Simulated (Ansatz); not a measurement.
Three-fold rotor about Te2–Ge3 in GeH5NTe (SMILES N[Te][GeH3]); single points on GFN2-xTB geometries with the dihedral held.
Staggered geometry (60°) (charge 0, multiplicity 1):
```tsv
atom	x (Å)	y (Å)	z (Å)
N	2.1033	-0.1198	0.2088
Te	0.6138	-0.1299	1.6318
Ge	-1.3363	0.0204	0.0456
H	2.0553	0.7199	-0.3555
H	1.9996	-0.9017	-0.4264
H	-1.4355	-1.1178	-0.9371
H	-2.6437	0.0463	0.7717
H	-1.3313	1.2419	-0.8370
```

Correlated levels freeze the cores. Filled d and f shells under p-block atoms count as core. CBS(a, b) extrapolates the correlation energy as X⁻³ and adds the Hartree–Fock energy of set b. MP2 and its Hartree–Fock in def2-QZVPP are density fitted.

Run with Ansatz (Gaussian basis) for Hartree–Fock, density functionals and correlated methods. Values without a source in brackets are computed. In def2 rows elements past Kr take small-core potentials, without spin–orbit coupling.

Energies above the staggered point (kcal/mol):

```json
[
 {"dihedral (°)": "0", "PBE/def2-TZVPP": "0.554", "MP2/CBS(def2-TZVPP, def2-QZVPP) + ΔCCSD(T)/def2-TZVPP": "0.724"},
 {"dihedral (°)": "20", "PBE/def2-TZVPP": "0.400", "MP2/CBS(def2-TZVPP, def2-QZVPP) + ΔCCSD(T)/def2-TZVPP": "0.524"},
 {"dihedral (°)": "40", "PBE/def2-TZVPP": "0.129", "MP2/CBS(def2-TZVPP, def2-QZVPP) + ΔCCSD(T)/def2-TZVPP": "0.166"},
 {"dihedral (°)": "60", "PBE/def2-TZVPP": "0.000", "MP2/CBS(def2-TZVPP, def2-QZVPP) + ΔCCSD(T)/def2-TZVPP": "0.000"},
 {"dihedral (°)": "80", "PBE/def2-TZVPP": "0.133", "MP2/CBS(def2-TZVPP, def2-QZVPP) + ΔCCSD(T)/def2-TZVPP": "0.176"},
 {"dihedral (°)": "100", "PBE/def2-TZVPP": "0.408", "MP2/CBS(def2-TZVPP, def2-QZVPP) + ΔCCSD(T)/def2-TZVPP": "0.533"},
 {"dihedral (°)": "120", "PBE/def2-TZVPP": "0.550", "MP2/CBS(def2-TZVPP, def2-QZVPP) + ΔCCSD(T)/def2-TZVPP": "0.720"}
]
```

Moments of inertia of the two ends about the bond: 72.064 and 5.730 u Å².

Task: Fit V = V₃/2 (1 − cos 3φ) + V₆/2 (1 − cos 6φ), φ counted from the staggered point, and estimate the harmonic torsional frequency.

Result: 
V₃ is the energy at φ = 60°; at φ = 20° (mean of both sides) V = 0.25 V₃ + 0.75 V₆. The reduced moment I₁I₂/(I₁ + I₂) = 5.308 u Å² gives F = 16.8576/I = 3.176 cm⁻¹ (a rough rule where the frame isn't a symmetric top). Near the minimum V = kφ²/2 with k = (9V₃ + 36V₆)/2, and ω = √(2Fk), with 1 kcal/mol = 349.755 cm⁻¹.
- PBE/def2-TZVPP: V₃ = 0.55, V₆ = -0.010 kcal/mol, k = 807 cm⁻¹/rad², ω = 72 cm⁻¹
- MP2/CBS(def2-TZVPP, def2-QZVPP) + ΔCCSD(T)/def2-TZVPP: V₃ = 0.72, V₆ = -0.013 kcal/mol, k = 1055 cm⁻¹/rad², ω = 82 cm⁻¹

Ansatz is a first-principles code.
